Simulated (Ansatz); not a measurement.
The cluster PtO2⁻. Total charge -1; quartet. Geometry r2SCAN-D4/def2-TZVPD; atoms count from 1.

| atom | x (Å) | y (Å) | z (Å) |
| --- | --- | --- | --- |
| Pt1 | -0.103 | 0.247 | -0.004 |
| O2 | -0.125 | -0.167 | 1.786 |
| O3 | 0.228 | -0.080 | -1.782 |

In the def2 sets Pt takes a core potential; there is no spin–orbit coupling. At PBE0-D4/def2-TZVPD a doublet of charge -1 lies 1.09 eV below the quartet, each at its own geometry. The structure comes from a short search, and lower isomers may exist.

Problem. Estimate the Mulliken populations from the PBE0/def2-TZVPD orbitals of Ansatz.

Solution. 
```csv
atom,charge (e),spin (α − β),d electrons
Pt1,0.10,1.43,8.22
O2,-0.55,0.79,–
O3,-0.55,0.79,–
```
Mulliken values and Mayer orders depend strongly on the basis. With diffuse functions, as here, like atoms can get unlike values, and bond orders can come out too low or too high.

Problem. Where does the spin sit?

Solution. Summed by element: Pt 1.43, O 1.57, of 3 unpaired in all. Largest on single atoms: Pt1 1.43, O2 0.79, O3 0.79.

Problem. And the Mayer bond orders between bonded heavy atoms (over 0.3)?

Solution. Pt1–O2 1.25 (1.84 Å); Pt1–O3 1.25 (1.84 Å).
